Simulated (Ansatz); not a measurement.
`CC[BH][AlH2]` + H₂ → `[BH2][AlH2]` + `CC` at 298.15 K and 1 bar (hydrogenolysis of a B–C bond).

Isolated molecules relaxed with PBE0-D4/def2-TZVP in Ansatz; ΔE leaves out vibrations. CBS: MP2 limit from def2 TZ/QZ plus the TZ coupled-cluster correction, frozen cores. This one scheme is used for every species. One conformer a species, not always the lowest.

| species | CCSD(T)/CBS energy (Eh) | H − E (kJ/mol) | S (J/(mol·K)) |
| --- | --- | --- | --- |
| `CC[BH][AlH2]` | -347.67736 | 256.0 | 349.6 |
| H₂ | -1.17544 | 35.1 | 130.4 |
| `[BH2][AlH2]` | -269.14094 | 97.6 | 260.4 |
| `CC` | -79.71954 | 207.7 | 227.7 |

H − E and S are ideal-gas, rigid-rotor, harmonic terms from PBE0-D4/def2-TZVP, for one conformer and one mirror image of each species. For small species the MP2-based limit differs from directly extrapolated CCSD(T) by up to some mEh (0.8 for H₂); such offsets cancel only in part. 1 Eh = 2625.50 kJ/mol, R = 8.31446 J/(mol·K).

Question: By hand: ΔE, ΔH, ΔS and ΔG.

Answer: ΔE = (-269.14094) + (-79.71954) − (-347.67736) − (-1.17544) = -0.00768 Eh = -20.2 kJ/mol. Δ(H − E) = 97.6 + 207.7 − 256.0 − 35.1 = 14.2, so ΔH = -6.0 kJ/mol. ΔS = 260.4 + 227.7 − 349.6 − 130.4 = 8.1 J/(mol·K). ΔG = -6.0 − 298.15 × (8.1)/1000 = -8.4 kJ/mol.

Question: By hand: the equilibrium constant, and the temperature at which ΔG would vanish if ΔH and ΔS stayed fixed.

Answer: log₁₀ K = −ΔG/(RT ln 10) = 1.5. ΔH and −TΔS have one sign here, so there is no such temperature.

TΔS isn't small against ΔH here. A doubt of 5 kJ/mol in ΔE shifts log₁₀ K by 0.9 here. Other conformers and mirror images would add mixing entropy, several J/(mol·K) or more a flexible species. Modes under 60 cm⁻¹, often nearly free rotors, make the harmonic entropy too high. These are equilibria of isolated gas molecules and say nothing of rates. Largest T1 diagnostic: 0.011 (customary marks: 0.02 for closed shells, 0.045 for open ones).

ΔS is within the doubt of such terms, so its sign, and with it that verdict, could turn.
